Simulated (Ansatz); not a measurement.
Basis-set series for C3H11AlSe (`[CH3][Al-]([CH3])([CH3])[SeH2+]`). The species carries charge 0 and has multiplicity 1. The structure was optimised at the PBE0-D4/def2-TZVP level. It is one conformer, not always the lowest.

| functional | basis | functions | energy (Eh) | HOMO (eV) | LUMO (eV) |
| --- | --- | --- | --- | --- | --- |
| PBE0-D4 | def2-SVP | 147 | -2763.94185 | -7.02 | -0.57 |
| PBE0-D4 | def2-QZVPP | 660 | -2764.52126 | -7.10 | -0.78 |
| ωB97M-V | def2-SVP | 147 | -2764.23582 | -9.28 | 1.46 |
| ωB97M-V | def2-QZVPP | 660 | -2764.82222 | -9.36 | 0.80 |

(1) Give the rows for def2-TZVPP. (Estimate.)

Results:

(1) The calculation gave: 
```
functional       basis  functions  energy (Eh)  HOMO (eV)  LUMO (eV)
   PBE0-D4  def2-TZVPP        337  -2764.45558      -7.09      -0.73
   ωB97M-V  def2-TZVPP        337  -2764.75847      -9.35       1.21
```

Positive LUMOs are unbound and depend on the basis. Scalar relativity is left out up to krypton.

Program: Ansatz 0.2.0.
